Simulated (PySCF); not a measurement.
# What a mistake does to a calculation on AlH3NSi

Calculated results; nothing here was measured. The program is PySCF 2.14.0, an open-source quantum chemistry code, run on an isolated molecule that a program drew, which may never have been made. The molecule is AlH3NSi (charge 0, doublet), drawn as the SMILES string `[AlH][N]=[SiH2]`.

Each row is a Hartree-Fock (HF) and frozen-core CCSD(T) single point in the cc-pV(D+d)Z basis, meant for a local HF minimum. Run 1 is clean. Each other run has one planted mistake out of seven kinds, and not every kind appears here: one electron removed, one electron added, multiplicity raised by two, geometry at a saddle point, minimal basis STO-3G, one bond length entered in bohr, all coordinates scaled. The reference is restricted for singlets and unrestricted otherwise, and also for a bond in bohr. Adding or removing an electron swaps singlet and doublet. Electrons count all cores. HOMO and LUMO are orbital energies over both spins, the gradient is its largest component, and the lowest frequency (negative if imaginary) is given only where the gradient is small. Bond lengths are over the 5 bonds as drawn. T1 is the CCSD diagnostic: over 0.02 (restricted) or 0.045 (unrestricted) a single reference is doubtful.

Geometry of the clean run:
```xyz
6
AlH3NSi, angstrom
Al   -0.5878    1.3811    0.1287
N     0.7869    2.1285    0.9247
Si    2.0550    2.8061    1.5356
H    -1.8126    0.8624    1.0136
H     2.2059    4.2555    1.7625
H     3.2688    2.0855    1.9629
```

| run | electrons | basis functions | <S^2> | HOMO (eV) | LUMO (eV) | gradient (hartree/bohr) | lowest frequency (cm^-1) | mean bond (Å) | longest bond (Å) | T1 | HF (hartree) | CCSD(T) (hartree) | mistake |
|---|---|---|---|---|---|---|---|---|---|---|---|---|---|
| 1 | 37 | 75 | 0.766 | -7.39 | 1.36 | 5.9e-06 | 99 | 1.5730 | 1.756 | 0.0228 | -587.01937 | -587.36874 | no fault |
| 2 | 37 | 75 | 0.757 | -7.29 | 0.98 | 5.9e-06 | -228 | 1.5764 | 1.767 | 0.0203 | -587.01488 | -587.36223 | geometry at a saddle point |
| 3 | 37 | 75 | 0.756 | -7.11 | 1.57 | 7.1e-02 | - | 1.4802 | 1.652 | 0.0202 | -586.99307 | -587.33317 | all coordinates scaled |
| 4 | 37 | 75 | 3.776 | -5.87 | -0.39 | 1.3e-01 | - | 1.5730 | 1.756 | 0.0252 | -586.92108 | -587.23043 | multiplicity raised by two |
| 5 | 37 | 26 | 1.195 | -4.23 | 7.41 | 5.0e-02 | - | 1.5730 | 1.756 | 0.0812 | -579.97995 | -580.15066 | minimal basis STO-3G |
| 6 | 36 | 75 | 0.000 | -15.34 | -5.98 | 6.6e-02 | - | 1.5730 | 1.756 | 0.0214 | -586.77310 | -587.11476 | ? |

**Which mistake was planted in run 6, and what did it cost?**

It counts 36 electrons, one fewer than the clean run, at the same geometry and basis. So the mistake is: one electron removed. Subtracting run 1 and multiplying by 627.51 kcal/mol a hartree, the energy moved by 154.5 kcal/mol in HF and 159.4 kcal/mol in CCSD(T).

Cautions from the logs. Run 5: T1 is over the limit, so its CCSD(T) energy is less reliable; run 6: T1 is over the limit, so its CCSD(T) energy is less reliable.
